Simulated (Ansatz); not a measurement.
Relaxation of GeH4O3 (8 atoms, charge 0, multiplicity 1), to a largest force component of 0.02 eV/Å in at most 40 steps.

The calculation used RKS PBE-D4/def2-SVP (Ansatz).

```xyz
8
Properties=species:S:1:pos:R:3
Ge 0.000 0.000 0.000
O 0.000 0.000 1.770
H -0.909 -0.281 2.107
O 1.669 0.000 -0.589
H 1.986 -0.952 -0.706
H -0.730 1.265 -0.516
O -0.834 -1.444 -0.589
H -1.288 -1.910 0.183
```

**Question.** Where does it end, and by what steps?

**Answer.** The run converged. After 15 steps the energy has fallen by 0.243 eV; H5 moved furthest, 0.75 Å.

```tsv
step	energy less start (eV)	largest force component (eV/Å)	accepted
0	0.0000	1.388	yes
1	-0.1258	0.857	yes
2	-0.1597	0.408	yes
3	-0.1812	0.274	yes
4	-0.1885	0.158	yes
5	-0.1972	0.093	yes
6	-0.1873	0.983	no
7	-0.2023	0.098	yes
8	-0.2080	0.181	yes
9	-0.2209	0.182	yes
10	-0.1807	1.179	no
11	-0.2300	0.096	yes
12	-0.2388	0.060	yes
13	-0.2310	0.323	no
14	-0.2416	0.042	yes
15	-0.2435	0.014	yes
```

```xyz
8
Properties=species:S:1:pos:R:3
Ge -0.146 -0.016 -0.044
O 0.193 0.008 1.720
H -0.624 -0.153 2.228
O 1.445 -0.406 -0.755
H 2.066 -0.625 -0.033
H -0.716 1.297 -0.610
O -1.365 -1.270 -0.429
H -0.961 -2.158 -0.418
```

Whether the end is a true minimum wasn't checked by a vibrational analysis.

Run time: 23 s on 2 threads of Arm Neoverse V1, with other jobs on the host, peak memory 0.13 GiB.
